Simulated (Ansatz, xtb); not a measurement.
C2H9AlSe: which of two isomers lies lower

Structure a: `[CH3][AlH2-][SeH+]C`, a singlet. Structure b: `[CH3][AlH-]([CH3])[SeH2+]`, a singlet. Both are isolated molecules in the gas phase, relaxed with PBE0-D4/def2-SVP; the shapes shown needn't be the lowest conformers.

a (Å):

```xyz
13

C    -1.4072   -1.3385    0.8491
C     1.3970    0.4329   -0.9650
Al   -2.0041    0.2145   -0.2191
Se    0.1536    1.7357   -0.2264
H    -2.2384   -2.0589    0.9503
H    -0.5718   -1.8970    0.3940
H    -1.1113   -1.0597    1.8747
H    -3.0042    1.2705    0.4552
H    -2.0176    0.0775   -1.8215
H     0.5584    1.5582    1.1789
H     1.1207    0.3262   -2.0218
H     1.2793   -0.5306   -0.4557
H     2.4238    0.8082   -0.8799
```

b (Å):

```yaml
atoms:
  - { symbol: C, position_ang: [-1.4810, -1.3561, 0.9591] }
  - { symbol: C, position_ang: [0.3434, -0.1835, -1.6719] }
  - { symbol: Al, position_ang: [-1.1153, 0.0629, -0.3635] }
  - { symbol: Se, position_ang: [0.0627, 1.8328, 1.3297] }
  - { symbol: H, position_ang: [-2.0980, -1.0106, 1.8054] }
  - { symbol: H, position_ang: [-0.5634, -1.8094, 1.3717] }
  - { symbol: H, position_ang: [-2.0439, -2.1770, 0.4794] }
  - { symbol: H, position_ang: [-2.2991, 1.0839, -0.7369] }
  - { symbol: H, position_ang: [0.6424, 0.7548, -2.1689] }
  - { symbol: H, position_ang: [1.2475, -0.6323, -1.2254] }
  - { symbol: H, position_ang: [0.0198, -0.8698, -2.4750] }
  - { symbol: H, position_ang: [1.3732, 1.1700, 1.4318] }
  - { symbol: H, position_ang: [0.5548, 2.7414, 0.2827] }
```

Energies in hartree; the thermal terms are from GFN2-xTB frequencies at re-optimised GFN2-xTB minima (ideal gas, soft modes damped towards free rotors, one conformer each, 298.15 K, 1 atm) and include the zero-point energy:

```
                               a            b
E, CCSD(T)/def2-SVP  −2722.989923  −2723.002438
    E, MP2/def2-SVP  −2722.914959  −2722.927710
  E, MP2/def2-TZVPP  −2723.512579  −2723.523431
  zero-point energy      0.089665      0.087040
       H(298 K) − E      0.099949      0.098723
       G(298 K) − E      0.055382      0.050311
```

Question: Correct the CCSD(T) difference for the basis set by the MP2 change, then work out ΔE, ΔE₀, ΔH and ΔG for a → b in kcal/mol (1 Eh = 627.51 kcal/mol) and the equilibrium ratio [b]/[a].

Answer: 1. Differences b − a: CCSD(T) −0.012515, MP2 in the small set −0.012751, MP2 in the large set −0.010852 Eh.
2. ΔE = −0.012515 + (−0.010852 − (−0.012751)) = −0.010616 Eh = −6.66 kcal/mol.
3. ΔE₀ = ΔE + ΔZPE = −0.010616 + (−0.002625) Eh = −8.31 kcal/mol.
4. ΔH = ΔE + (−0.001226) Eh = −7.43 kcal/mol.
5. ΔG = ΔE + (−0.005071) Eh = −9.84 kcal/mol, so ΔS = (ΔH − ΔG)/T = +33.9 J/(mol K).
6. kT = 0.9442 mEh, so K = [b]/[a] = exp(−ΔG/kT) = exp(+16.61) ≈ 1.6 × 10^7.

Structure b is favoured at this temperature. An error of 1 kcal/mol in ΔG would change K by a factor of 5.4. GFN2-xTB gave ΔE the other sign. Mirror images and further conformers aren't counted.

As drawn, b has 1 C–Al, 1 Se–H in place of 1 C–Se, 1 Al–H.

Other levels gave ΔE = +12.1 (GFN2-xTB); −7.3 (HF/STO-3G, GFN2-xTB geometries); −7.0 (r2SCAN-D4/def2-SVP, GFN2-xTB geometries); −7.0 (PBE0-D4/def2-SVP); −7.0 (HF/def2-SVP); −8.0 (MP2/def2-SVP); −7.9 (CCSD(T)/def2-SVP) kcal/mol. The correlated steps freeze 16 core orbitals; the filled d shell of Se is correlated, in a basis made for valence electrons. Programs: Ansatz 0.2.0, xtb 6.7.1.
